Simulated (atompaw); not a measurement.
## Al: variants of one PAW (atompaw) potential

Base potential:

atompaw 4.2.0.5 input, output lines left out:

```
Al 13
LDA-PW scalarrelativistic loggrid 1500 logderivrange -3 5 201
3 3 0 0 0 0
3 0 1.5
3 1 1.5
0 0 0
c
c
v
c
v
2
2.65 2.25 2.00 2.05
y
-0.2
n
y
0.85
n
y
0.25
y
1.4
n
custom polynom2 7 10 vanderbiltortho besselshape
3 0.5 troulliermartins
2.65
2.65
2.65
2.65
2.60
2.60
```

Cutoffs, loose and tight: the cutoffs (Ry, on a coarse ladder) from which the occupation-weighted sum of valence levels, in a spherical-Bessel basis at the reference potential, stays within 10 and 1 mRy of its value at 400 Ry. They see the waves, projectors and local potential, not the compensation charge or the core. A dash means not determined.

| change | outcome | cutoff, loose | cutoff, tight | bound ghosts |
| --- | --- | --- | --- | --- |
| base | generated | 8 Ry | 21 Ry | none |
| reference 3s2 3p0.5 | generated | 8 Ry | 18 Ry | none |
| all radii scaled by about 1.10 (s 2.92, p 2.92, d 2.86 bohr); local potential troulliermartins scheme with l = 3 at 0.5 Ry, radius 2.20 bohr; augmentation besselshape compensation charge, radius 2.48 bohr; PAW radius 2.92 bohr; waves and projectors: custom polynom2 7 10 vanderbiltortho; core correction smooth core density matched at 2.26 bohr | generated | 8 Ry | 18 Ry | none |
| wave 3s (bound): rc 2.65 bohr becomes 3s (bound): rc 2.30 bohr | generated | 8 Ry | 18 Ry | none |
| local potential troulliermartins scheme with l = 3 at 0.5 Ry, radius 1.68 bohr | generated | 8 Ry | 21 Ry | none |
| wave 3d channel at 1.4 Ry: rc 2.60 bohr becomes 3d channel at 1.4 Ry: rc 2.04 bohr | generated | 8 Ry | 21 Ry | none |
| functional PBEsol | generated | 8 Ry | 21 Ry | none |
| wave 3p channel at 0.85 Ry: rc 2.65 bohr becomes 3p channel at 5.45 Ry: rc 2.65 bohr | generated | 8 Ry | 21 Ry | none |
| removed wave 3d channel at 1.4 Ry: rc 2.60 bohr | generated | 8 Ry | 21 Ry | none |

**Question.** What comes out with this change to the base: augmentation besselshape compensation charge, radius 2.25 bohr; PAW radius 2.65 bohr; waves and projectors: custom rrkj vanderbiltortho?

**Answer.** outcome: generated; cutoff, loose: 6 Ry; cutoff, tight: 8 Ry; bound ghosts: none.
